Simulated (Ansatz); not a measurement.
Saddle point of CH5ClGe, singlet (CH₅ClGe ([CH3][GeH2][Cl]) → CH₄Ge ([CH2][GeH2]) + HCl; bonds formed: Cl2–H4; bonds broken: Ge1–Cl2, C3–H4), PBE0-D4/def2-TZVP structure:

```
8
angstrom
Ge -0.8486 0.3383 0.5115
Cl 1.4837 -1.4967 1.0673
C 0.1714 0.3342 -0.9758
H 1.0138 -0.6609 -0.0549
H -0.5749 1.2699 1.6892
H -1.9198 -0.7171 0.7723
H 0.8199 1.1793 -1.1758
H -0.1455 -0.2470 -1.8340
```

Energies are electronic, without zero-point energy. Barriers and step energies count from the start structure reached by relaxing down the imaginary mode; all methods use the PBE0-D4 structures, on which another method's saddle can fall below an end. Computed with Ansatz 0.2.0 (basis: def2-TZVPP, with def2-QZVPP for the basis limit); correlated methods freeze the cores. Filled d shells of the heavier atoms are correlated. The def2 sets are not built for correlating such inner shells, so the correlated values are less sure here. B3LYP uses VWN-RPA correlation. Extrapolation: Hartree–Fock as exp(−7.88 √X), correlation as X^−2.97.

```tsv
method	barrier (eV)	step energy (eV)
SPW92	2.851	2.791
PBE-D4	2.927	2.732
BLYP-D4	2.902	2.615
r2SCAN-D4	3.166	2.930
B97M-V	3.285	2.962
PBE0-D4	3.229	2.966
B3LYP-D4	?	2.823
r2SCAN0-D4	3.360	3.074
BHLYP-D4	3.502	3.094
CAM-B3LYP-D4	3.334	2.956
wB97X-V	3.457	3.093
wB97M-V	3.357	2.992
B2PLYP	3.275	2.863
PBE-QIDH	?	3.084
RPA on PBE	?	2.808
HF	3.956	3.320
MP2	3.347	2.923
CCSD	3.498	2.956
CCSD(T)	3.366	2.864
```

Task: Fill in the withheld barriers. (Judge from chemistry; the value comes from the calculation.)

Result: The calculation gives: RPA on PBE 3.302; PBE-QIDH 3.437; B3LYP-D4 3.160 eV. Each is the energy of the saddle less that of the start structure, by the same method.

For comparison, the barrier by CCSD(T) at an estimated basis limit (MP2 extrapolated from triple and quadruple zeta, plus CCSD(T) − MP2 in triple zeta) is 3.288 eV.

No T1 diagnostic of these runs exceeds 0.015. The restricted Hartree–Fock reference is unstable towards an unrestricted one at one or more of these structures.

Labels in which every atom is bracketed show which atoms are joined, not bond orders.

For scale, one of the runs: CCSD(T)/def2-TZVPP, 191 basis functions (an equivalent command: `ansatz run in.yaml --threads 4`). Hardware: 4 CPU threads, shared host. Wall time 46 s; peak host memory 2 GiB.
